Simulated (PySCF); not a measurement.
SMILES c1(sccc1)CCc1cccs1, singlet, GFN2-xTB optimised geometry.

```
22

C      2.37     0.58     3.82
C      3.67     0.46     3.42
S      3.89    -0.83     2.31
C      2.20    -1.23     2.38
C      1.64    -2.32     1.53
C      1.46    -1.84     0.07
C      0.54    -0.67     0.00
C     -0.82    -0.67     0.00
C     -1.38     0.63    -0.01
C     -0.43     1.60    -0.01
S      1.16     0.95     0.00
C      1.54    -0.39     3.22
H      2.03     1.32     4.51
H      4.51     1.06     3.71
H      2.31    -3.18     1.53
H      0.68    -2.62     1.93
H      2.44    -1.56    -0.34
H      1.06    -2.66    -0.52
H     -1.41    -1.57     0.00
H     -2.44     0.82    -0.01
H     -0.57     2.66    -0.02
H      0.48    -0.46     3.40
```

Density from PySCF with B3LYP/def2-SVP at that geometry.

Minimum of the electron density along straight lines between bonded atoms, close to the bond critical point (lines longer than 1.1 times the sum of covalent radii, or with two minima, are not listed):

| bond | length / Å | ρ at the minimum / e bohr⁻³ | ∇²ρ there / e bohr⁻⁵ | position (fraction from the first atom) |
|---|---|---|---|---|
| C1–C2 | 1.355 | 0.327 | -0.84 | 0.49 |
| C2–S3 | 1.719 | 0.217 | -0.47 | 0.47 |
| S3–C4 | 1.735 | 0.211 | -0.44 | 0.54 |
| C4–C5 | 1.488 | 0.261 | -0.62 | 0.51 |
| C5–C6 | 1.544 | ? | -0.52 | 0.50 |
| C6–C7 | 1.490 | 0.260 | -0.62 | 0.49 |
| C7–C8 | 1.360 | 0.325 | -0.83 | 0.51 |
| C8–C9 | 1.413 | 0.297 | -0.74 | 0.50 |
| C9–C10 | 1.356 | 0.326 | -0.84 | 0.49 |
| C7–S11 | 1.734 | 0.212 | -0.44 | 0.47 |
| C10–S11 | 1.719 | 0.217 | -0.48 | 0.47 |
| C1–C12 | 1.414 | 0.297 | -0.74 | 0.50 |
| C4–C12 | 1.359 | 0.325 | -0.83 | 0.51 |
| C1–H13 | 1.075 | 0.284 | -1.09 | 0.63 |
| C2–H14 | 1.072 | 0.286 | -1.12 | 0.64 |
| C5–H15 | 1.092 | 0.277 | -1.01 | 0.62 |
| C5–H16 | 1.092 | 0.278 | -1.02 | 0.63 |
| C6–H17 | 1.092 | 0.279 | -1.02 | 0.63 |
| C6–H18 | 1.092 | 0.277 | -1.01 | 0.63 |
| C8–H19 | 1.076 | 0.283 | -1.07 | 0.63 |
| C9–H20 | 1.075 | 0.284 | -1.09 | 0.63 |
| C10–H21 | 1.072 | 0.286 | -1.11 | 0.64 |
| C12–H22 | 1.076 | 0.284 | -1.09 | 0.63 |

Task: What belongs in the gaps?

Result: 
- C5–C6, ρ at the minimum / e bohr⁻³: 0.236
